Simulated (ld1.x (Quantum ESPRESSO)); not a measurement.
# u(r) = r·R(r): atom against pseudo-atom (carbon)

Columns: radius, all-electron u(r) and pseudo u(r) of the 2s shell (level -13.75 eV) of carbon in the configuration [He] 2s2 2p2; PBE, scalar-relativistic, ultrasoft scheme, ld1.x (Quantum ESPRESSO) 7.5.

```csv
r (bohr),all-electron,pseudo
0.145,0.3498,-0.1234
0.290,0.1715,-0.2496
0.435,-0.1175,-0.3786
0.580,-0.3801,-0.5063
0.725,-0.5794,-0.6244
0.870,-0.7129,-0.7220
1.015,-0.7886,-0.7889
1.160,-0.8187,-0.8187
1.305,-0.8153,-0.8153
1.450,-0.7887,-0.7887
1.595,-0.7471,-0.7471
1.740,-0.6966,-0.6966
1.885,-0.6417,-0.6417
2.030,-0.5856,-0.5856
2.175,-0.5304,-0.5304
2.320,-0.4775,-0.4775
2.465,-0.4277,-0.4277
2.610,-0.3816,-0.3816
2.755,-0.3393,-0.3393
2.900,-0.3009,-0.3009
3.045,-0.2661,-0.2661
3.190,-0.2349,-0.2349
3.335,-0.2071,-0.2071
3.480,-0.1822,-0.1822
3.625,-0.1602,-0.1602
3.770,-0.1406,-0.1406
```

Task: How many radial nodes do the two functions have?

Result: The all-electron 2s function has n − l − 1 = 1; the pseudo-wave has 0, since the states of the same l below it are removed with the core.

Task: At about which radius was the pseudo-wave matched?

Result: 1.10 bohr, where the columns begin to agree (steps of 0.14 bohr).

Task: Where does each function peak?

Result: Outermost all-electron maximum near 1.16 bohr, pseudo maximum near 1.16 bohr (to the table’s step).

Task: Is the pseudo-wave norm-conserving?

Result: No, it belongs to an ultrasoft set: the norm inside the radius is not constrained, and the difference is carried by the augmentation charge.
